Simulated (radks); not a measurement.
Isoelectronic series with 42 electrons, all held in the configuration [Kr] 4d6, which need not be the ground one along the series. Method: Dirac Kohn-Sham, PBE, spin-unpolarised, spherical densities, point nucleus; open shells fill j = l - 1/2 first; computed with a radial shooting solver on a logarithmic mesh with Libxc functionals. Total energies (hartree) and orbital eigenvalues (eV):

| ion | E (hartree) | 4d5/2 | 4d3/2 | 4p3/2 |
|---|---|---|---|---|
| Tm27+ | -13237.7645 | -982.1698 | -994.2520 | -1134.470 |
| Yb28+ | -13696.3268 | -1043.561 | -1056.702 | -1200.910 |
| Lu29+ | -14164.0464 | -1106.685 | -1120.951 | -1269.155 |
| Hf30+ | -14641.0199 | -1171.539 | -1186.999 | -1339.209 |
| Ta31+ | -15127.3477 | -1238.124 | -1254.850 | -1411.075 |
| W32+ | -15623.1343 | -1306.439 | -1324.505 | -1484.755 |
| Re33+ | -16128.4885 | -1376.483 | -1395.968 | -1560.252 |
| Os34+ | -16643.5234 | -1448.257 | -1469.240 | -1637.569 |
